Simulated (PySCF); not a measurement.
Telling isomers of C₇H₁₄N₂ apart by NMR

[PySCF: GIAO PBE0/pcSseg-1 shieldings; GFN2-xTB structure; isolated molecule; no relativistic terms; fast rotation and ring inversion assumed for equivalent nuclei; one computed conformer]

δ = σ(ref) − σ, references computed at the same level: $^{1}$H, $^{13}$C vs TMS. Where no couplings were computed, multiplicities follow the n + 1 count of equivalent neighbours, and m marks all less simple cases (inequivalent or close neighbours, rings, F or P nearby). Shifts are as computed. Against solution values, carbons near 30 ppm lie about +3 ppm off and those near 130 ppm about +5 ppm. Of 1211 compounds with measured shifts, 218 miss one by over three times the rms of a fit or turn the order of signals round; such compounds aren't used in these exercises. OH and NH positions are gas-phase values without hydrogen bonding to other molecules.

(1) Tabulate the signals of `CC(C)C1=NNC[C@H]1C`, `CCN(C)/N=C\C1CC1`, `CC(C)[C@H]1C=NN(C)C1` and their relative energies.

(2) What is the quickest way to tell CC(C)C1=NNC[C@H]1C from CC(C)[C@H]1C=NN(C)C1?

(3) What is the quickest way to tell CCN(C)/N=C\C1CC1 from CC(C)[C@H]1C=NN(C)C1?

(4) What is the quickest way to tell CC(C)C1=NNC[C@H]1C from CCN(C)/N=C\C1CC1?

Answers

(1) 
| SMILES | carbon types | δC | δH | E rel. (kcal/mol) |
| --- | --- | --- | --- | --- |
| CC(C)C1=NNC[C@H]1C | 1×C 2×CH 1×CH2 3×CH3 | 161.4, 57.1, 47.4, 31.3, 26.7, 25.2, 20.5 | 4.56 (br s, 1H), 3.63 (m, 1H), 3.25 (m, 1H), 2.90 (m, 1H), 2.27 (m, 1H), 1.24 (d, 3H), 1.24 (d, 3H), 1.17 (d, 3H) | 0.0 |
| CCN(C)/N=C\C1CC1 | 2×CH 3×CH2 2×CH3 | 132.1, 60.9, 38.8, 13.2, 12.7, 8.7 | 5.18 (d, 1H), 3.48 (q, 2H), 3.19 (s, 3H), 1.75 (m, 1H), 1.02 (t, 3H), 0.65 (m, 2H), 0.27 (m, 2H) | 35.9 |
| CC(C)[C@H]1C=NN(C)C1 | 3×CH 1×CH2 3×CH3 | 136.0, 61.3, 57.3, 42.4, 37.3, 24.1, 17.3 | 6.12 (d, 1H), 3.17 (m, 1H), 3.04 (m, 1H), 3.00 (m, 1H), 2.99 (s, 3H), 1.47 (m, 1H), 1.03 (d, 3H), 0.94 (d, 3H) | 5.4 |

Energies are electronic energies at PBE0/pcSseg-1 on these geometries, without zero-point or thermal terms, each for the one conformer computed, which needn't be the lowest.

(2) Both give the same number of carbon signals, but DEPT or the intensities differ. The first has a C=N carbon (C) at 161.4 ppm, the second a C=N carbon (CH) at 136.0 ppm. In the proton spectra the most deshielded non-exchanging signals are 3.63 (m, 1H) and 6.12 (d, 1H).

(3) Count the carbon signals: 6 against 7. The first has a three-membered-ring carbon (CH2) at 8.7 ppm, the second an sp3 CH in a ring at 57.3 ppm. Their most deshielded carbons lie at 132.1 and 136.0 ppm. In the proton spectra the most deshielded non-exchanging signals are 5.18 (d, 1H) and 6.12 (d, 1H).

(4) Count the carbon signals: 7 against 6. The first has a C=N carbon (C) at 161.4 ppm, the second a C=N carbon (CH) at 132.1 ppm. In the proton spectra the most deshielded non-exchanging signals are 3.63 (m, 1H) and 5.18 (d, 1H).
